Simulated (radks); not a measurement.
Values are calculated unless marked as measured or tabulated.
These are the eigenvalues of the occupied orbitals of an atom or ion with whole-number occupations (hartree). Code: a radial shooting solver on a logarithmic mesh with Libxc functionals. Model: Dirac Kohn-Sham, PBE, spin-unpolarised, spherical densities, finite nucleus; Fermi nuclear charge, rms radius of each element as measured or else 0.836 A^(1/3) + 0.57 fm.

1s1/2: -3230.860
2s1/2: -577.3833
2p1/2: -554.7259
2p3/2: -474.2721
3s1/2: -138.5552
3p1/2: -128.2719
3p3/2: -110.3218
3d3/2: -93.32559
3d5/2: -89.50522
4s1/2: -31.33385
4p1/2: -26.87193
4p3/2: -22.47829
4d3/2: -15.18770
4d5/2: -14.36754
5s1/2: -5.23735
4f5/2: -4.93104
4f7/2: -4.74616
5p1/2: -3.71395
5p3/2: -2.89319
5d3/2: -0.79497
5d5/2: -0.70036
6s1/2: -0.41247
6p1/2: -0.14675

Which element is it, and in what charge state? The configuration may be excited. Open shells, if any, fill j = l - 1/2 first.

Answer. Z = 82, lead, charge 0: Pb in [Hg] 6p2. The list shows which subshells hold electrons but not how many an open one holds; the 1s level, -3230.9 hartree, gives Z - s = 80.4 by -(Z - s)^2/2, which with screening and relativity narrows Z to a few neighbours, and the depths of the outer levels then fix element, charge and occupations together.
